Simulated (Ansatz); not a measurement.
The cluster NaPt₃⁺: single points at one geometry.

```yaml
crystal:
  periodic: [false, false, false]
  atoms:
    - {symbol: Na, position_ang: [-0.698475, 1.773212, 0.651466]}
    - {symbol: Pt, position_ang: [-0.505815, -0.545445, -1.446574]}
    - {symbol: Pt, position_ang: [-0.394663, -1.074090, 1.051388]}
    - {symbol: Pt, position_ang: [1.598954, -0.153678, -0.256280]}
basis:
  gaussian: {orbitals: def2-TZVP, initial_orbitals: start.molden}
total_charge: 1
magnetization: {spin_polarized: true, initial_magnetization: 2}
hamiltonian: {xc: {name: r2SCAN0}, dispersion: d4}
scf: {omitted_lower_state_checks: [starts]}
output: {orbitals: {seedname: orbitals}}
```

The file start.molden holds the orbitals of an earlier run on this structure, at another level or in another basis.

```sh
$ ansatz run in.yaml --threads 4 --pin off --events-out ev --progress --plain --max-ram 3916MiB
```

It prints (some lines left out):

```
Functional definition: r2SCAN0
1528 factors; their error is unknown
mean field evaluation 1: about -14151.2904 eV, gradient 3.4e0 eV
mean field evaluation 2: about -14151.3408 eV, gradient 9.0e-2 eV
mean field evaluation 4: about -14151.4731 eV, gradient 4.2e-3 eV
mean field evaluation 8: about -14151.4731 eV, gradient 4.3e-5 eV
mean field -14151.47313725 eV, -520.0570455808 hartree, gradient 1.5e-5 eV, S^2 2.081800; 0 other end points of the search recorded, 0 dependent functions left out
reference -14151.47315866 eV, -520.0570463676 hartree; 33, 31 occupied and 119, 121 virtual orbitals, 1528 factors
Total energy: -14151.51752975 eV, -520.0586769750 hartree
Checks for a lower state left out: starts
```

Hardware: 4 threads of AMD EPYC 7B13 on a shared host. Wall time 26 s, peak host memory 1 GiB.

The first input with `hamiltonian: {xc: lda}` (abridged; 3.2 s):

```
Functional definition: SPW92
mean field evaluation 16: about -14117.4993 eV, gradient 1.3e-4 eV
mean field -14117.49931303 eV, -518.8085305693 hartree, gradient 1.9e-6 eV, S^2 2.008472
Total energy: -14117.49937816 eV, -518.8085329625 hartree
Checks for a lower state left out: starts
```

First input, but with `hamiltonian: {xc: {name: BHLYP}, dispersion: d4}` (abridged; 16 s):

```
Functional definition: BHLYP
mean field -14140.84592819 eV, -519.6665028514 hartree, gradient 9.1e-6 eV, S^2 2.093308
Total energy: -14141.26078268 eV, -519.6817484727 hartree
Checks for a lower state left out: starts
```

First input, but with `hamiltonian: {xc: pbe}`, `correlation: {method: rpa}` and without the key `output` (abridged; 8.5 s):

```
Functional definition: PBE
mean field evaluation 16: about -14154.8271 eV, gradient 1.9e-6 eV
mean field -14154.82713538 eV, -520.1803027387 hartree, gradient 1.9e-6 eV, S^2 2.014410
1 core orbitals not correlated: weight in the atoms' cores, before any rotation towards them, 1.000 or more for the frozen orbitals, at most 0.000 for the correlated occupied ones
Total energy: -14117.02780391 eV, -518.7912029284 hartree
Checks for a lower state left out: starts
```

First input, but with `hamiltonian: {xc: r2scan, dispersion: d4}` (abridged; 13 s):

```
Functional definition: r2SCAN
mean field evaluation 16: about -14157.4693 eV, gradient 1.0e-5 eV
mean field -14157.46930000 eV, -520.2774004978 hartree, gradient 2.7e-6 eV, S^2 2.044841
Total energy: -14157.50102249 eV, -520.2785662776 hartree
Checks for a lower state left out: starts
```

As the first input, with `hamiltonian: {xc: pbe0, dispersion: d4}` (abridged; 9.5 s):

```
Functional definition: PBE0
mean field -14150.15835001 eV, -520.0087280412 hartree, gradient 4.5e-6 eV, S^2 2.045897
Total energy: -14150.32214984 eV, -520.0147475737 hartree
Checks for a lower state left out: starts
```

As the first input, with `hamiltonian: {xc: {name: revPBE}, dispersion: d4}` (abridged; 6.5 s):

```
Functional definition: revPBE
mean field evaluation 16: about -14160.2615 eV, gradient 1.4e-4 eV
mean field -14160.26145728 eV, -520.3800103850 hartree, gradient 1.8e-6 eV, S^2 2.015774
Total energy: -14160.59091393 eV, -520.3921176937 hartree
Checks for a lower state left out: starts
```

Geometry: PBE0-D4/def2-SVP.

In the def2 sets Pt takes a core potential; there is no spin–orbit coupling. Correlated methods freeze 1 core orbital; core or outer-core shells of Na, Pt are correlated, in sets that lack core-valence functions. At LDA (SPW92)/def2-TZVP, revPBE-D4/def2-TZVP the gap within one spin of the charge 1 triplet nearly closes, so an electron or hole may be smeared out by delocalisation error. At PBE0-D4/def2-TZVP a broken-symmetry singlet of charge 1 lies 0.19 eV below the triplet, each at its own geometry. The structure comes from a short search, and lower isomers may exist.
